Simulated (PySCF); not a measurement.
A structure optimised at PBE0-D3(BJ)/def2-TZVP, used in a PySCF frequency run:

```
Y
O 1 1.7936
Br 1 2.6648 2 119.33
```

Question: Write its SMILES, formula and point group.

Answer: [O]=[Y][Br], BrOY, Cs

Question: What are its rotational constants (standard atomic weights)?

Answer: 17.647, 1.3554, 1.2587 GHz
